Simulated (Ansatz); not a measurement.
The cluster Mo₃N₃, relaxed as a doublet with UKS PBE0-D4/def2-SVP in Ansatz, starting from the GFN2-xTB geometry. Force threshold 0.02 eV/Å.

In the def2 sets Mo takes a core potential; there is no spin–orbit coupling. The charge 0 doublet is spin-contaminated (final ⟨S²⟩ up to 2.36, 0.75 for a pure state). The relaxation made no stability test and no search for a lower SCF solution. No other spin state of charge 0 was run. Another isomer (doublet) lies 0.12 eV lower at PBE0-D4/def2-TZVP; other spin states weren't run for this one.

Start:

```xyz
6

Mo   -1.094   -0.648   -1.839
Mo    0.007   -1.304    0.081
Mo    0.658    0.890   -0.327
N     0.356   -0.486    2.188
N     0.583    0.467    1.706
N    -0.510    1.082   -1.810
```

| step | energy (eV) | largest force component (eV/Å) | SCF passes |
| --- | --- | --- | --- |
| 1 | -10023.9065 | 7.999 | 99 |
| 2 | -10024.4743 | 2.212 | 51 |
| 3 (rejected) | -10024.4201 | 2.704 | 60 |
| 4 | -10024.5915 | 1.085 | 54 |
| 5 | -10024.6367 | 0.503 | 53 |
| 6 | -10024.6982 | 0.773 | 52 |
| 7 | -10024.8272 | 1.037 | 57 |
| 8 | -10024.9389 | 1.384 | 50 |
| 9 | -10025.1107 | 1.184 | 51 |
| 10 | -10025.1918 | 2.029 | 53 |
| 11 (rejected) | -10025.1466 | 3.669 | 50 |
| 12 | -10025.3409 | 1.671 | 53 |
| 13 | -10025.4920 | 1.329 | 51 |
| 14 | -10025.6162 | 0.565 | 52 |
| 15 | -10025.6908 | 0.257 | 48 |
| 16 | -10025.7124 | 0.115 | 49 |
| 17 | -10025.7136 | 0.250 | 43 |
| 18 | -10025.7144 | 0.094 | 47 |
| 19 | -10025.7148 | 0.011 | 50 |

Force components are those of the run's own axes.

End:

Cartesian coordinates in Å:
```
Mo -0.927 -0.455 -2.423
Mo 0.232 -1.826 -1.097
Mo 0.330 0.212 -0.107
N 0.546 0.577 3.048
N 0.517 0.449 1.926
N -0.697 1.042 -1.347
```

Bonds lost: Mo2–N4, Mo2–N5 (atoms count from 1).

No frequencies were taken in this run, so the end may be a saddle point.

Hardware: 4 threads of Arm Neoverse V1 on a shared host. Wall time 1.9 min.
